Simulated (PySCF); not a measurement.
# Electronic structure of Mg (magnesium, neutral) at the r2SCANh level

Configuration: [Ne] 3s2, closed-shell 1S. All numbers are calculated (PySCF 2.14, the spin-free X2C one-electron Hamiltonian (Gaussian nucleus), in aug-cc-pCVTZ-DK (8s7p5d3f, 75 functions)).

```
Total energy                        : -200.3484 hartree
One-electron energy                 : -279.8975 hartree
Hartree (Coulomb) energy            : 95.9982 hartree
Exchange-correlation energy         : -16.4491 hartree
⟨S²⟩                                : 0.0000
⟨L²⟩                                : 0.000
Sum of ⟨r⟩                          : 12.12 bohr
Sum of ⟨r²⟩                         : 28.41 bohr²
Langevin diamagnetic susceptibility : -22.5 ×10⁻⁶ cm³/mol
```

| shell | electrons | mean orbital energy (hartree) | rms radius, mean of both spins (bohr) |
| --- | --- | --- | --- |
| 1s | 2 | -46.87240 | 0.151 |
| 2s | 2 | -3.12415 | 0.760 |
| 2p | 6 | -1.82232 | 0.778 |
| 3s | 2 | -0.18698 | 3.43 |
